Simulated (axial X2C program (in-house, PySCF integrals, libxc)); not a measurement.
## Density and ELF of LiAs

Computed with an in-house all-electron X2C program for linear molecules (integrals from PySCF). Spin-free means the one-electron spin-free X2C Hamiltonian. Basis: As dyall-cv3z [9s9p6d4f1g], Li dyall-cv3z [7s8p2d] (cores contracted in-house); Gaussian nuclei, density fitting, unrestricted open shells. Masses: As 74.922 u, Li 7.016 u.

PBE0, scalar-relativistic, state M_S = 1, Λ = 0 (beyond evenly filled blocks: π+α, π-α); As at z = 0, Li at z = 2.417 Å.

The maps cover the half plane through the axis: z from -2.4 to 4.8 Å along the bond, ρ from 0.15 to 2.25 Å away from it (steps of 0.3 Å, the bottom row nearest the axis).

log10 of the density in e/bohr³:

digits 0 to 9 span -5.09 to 1.40 evenly
```
1122233333333322222111000
1223333344333333322211000
2233344444444433332211100
2333445555544444332221100
2334455555555444333221110
3344556666655544443221110
3344566787665555654321110
3345567898765557875321110
```

Electron localisation function (collinear form, no current term, damped to 0 at low density):

digits 0 to 9 span 0.00 to 1.00 evenly
```
0000122222223332100000000
0012344444445555420000000
0124566666666777631000000
0246777777777886310000000
1467888766788871000000000
3578886322588820000000000
3688972353278702995000000
4789962727158509999100000
```

Axial spin density in 10⁻³ e/bohr³:

digits 0 to 9 span -4.41 to 4.41 evenly, values beyond are clipped
```
5555555666655555555555555
5555566788766555555444455
5555679999987655555444445
5555799999998655555444444
5555799999999765555444444
4555799999999655555544444
4444589959996545555544444
4443224294522345145544444
```

Occupations by symmetry block were frozen at the best pattern of an incomplete PBE0 search. PBE0 can misorder states that lie within some tenths of an eV, so this need not be the ground state of the molecule. The nearest other spin-free determinant of the search, M_S = 0, Λ = 2, lies 0.88 eV up at the distance of the search.
